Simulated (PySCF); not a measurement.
Correlation energy of Kr⁺ (krypton, charge +1)

[Ar] 3d10 4s2 4p5, 2P determinant. All numbers are calculated (PySCF 2.14, scalar relativity by spin-free X2C-1e, in cc-pVTZ-DK (6s5p3d1f, 43 functions)). Frozen: [Ar] 3d10; 7 electrons correlated.

MP2 pair energies summed by pair of shells (mhartree):

```
 pair  energy  share (%)
4p-4p  -85.11       62.0
4s-4p  -44.35       32.3
4s-4s   -7.76        5.7
```

Total MP2 correlation energy: -137.22 mhartree.

Same-spin part -31.28 and opposite-spin part -105.95 mhartree; SCS-MP2 scales them by 1/3 and 6/5 to -137.56 mhartree.

```tsv
level	correlation energy (mhartree)
CCSD	-157.01
(T)	-3.94
CCSD(T)	-160.95
```

Diagnostics: T1 = 0.0054, D1 = 0.0184, largest double amplitude 0.047.

Cost of the coupled-cluster step: 0.23 s of wall time on 1 thread of Intel(R) Xeon(R) 6975P-C (shared host), for 7 correlated electrons.
